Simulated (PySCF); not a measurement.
Te(I)(NH2) (H₂INTe), SMILES N[Te]I. Atoms are numbered in the order given.

```xyz
5

Te     0.3558    -1.2110     0.0000
I     -0.0768     1.5268     0.0000
N     -1.4816    -2.0354     0.0000
H     -2.0296    -1.8509     0.8393
H     -2.0296    -1.8509    -0.8393
```

Coordinates come from a r2SCAN-D4/def2-SVP optimisation. The def2 effective core potentials stand for the cores of I, Te; spin–orbit coupling is left out. The values are those of a single conformer.

Method: PBE/def2-TZVPD run with PySCF.

Mulliken values depend strongly on the basis, most of all with diffuse functions as here. ESP charges are fitted to the potential on shells at 1.4 to 2.0 van der Waals radii. Atomic charges (e):

```tsv
atom	ESP fit	Mulliken
Te1	0.15	0.22
I2	-0.15	-0.15
N3	-0.58	-0.54
H4	0.29	0.24
H5	0.29	0.24
```
